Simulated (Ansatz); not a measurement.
Two isomers of C2H7FN2Si: A = `C=NC(F)N[SiH3]`, B = `C[C@@]1(F)N[Si@@H]1N`.

Isolated molecules relaxed with PBE0-D4/def2-TZVP in Ansatz; ΔE leaves out vibrations. CCSD(T)/CBS is the MP2 limit (def2-TZVPP, def2-QZVPP) plus CCSD(T) − MP2 in def2-TZVPP, frozen cores. DFT in def2-TZVPP. One conformer a species, not always the lowest.

(1) Which isomer does CCSD(T)/CBS put lower? Give the gap. (Estimate.)

(2) Give E(B) − E(A) in kcal/mol with CCSD(T)/def2-TZVPP, ωB97M-V, r2SCAN-D4, PBE0-D4, PBE-D4, B2PLYP, HF/def2-TZVPP. (Best estimate.)

Largest T1 diagnostic: 0.012.

Answers

(1) Computed: B, by 17.5 kcal/mol.

(2) Ansatz gave: CCSD(T)/def2-TZVPP -14.6, ωB97M-V -18.2, r2SCAN-D4 -19.6, PBE0-D4 -20.1, PBE-D4 -19.2, B2PLYP -15.5, HF/def2-TZVPP -8.0. None reverses the order clearly.

In def2-TZVPP, CCSD(T) changes the Hartree–Fock value by −6.6 kcal/mol (the triples alone add −0.1 kcal/mol) and MP2 by −10.6 kcal/mol. From PBE to PBE0 (25 % exact exchange), in def2-TZVPP and without D4, E(B) − E(A) moves by −0.9 kcal/mol.
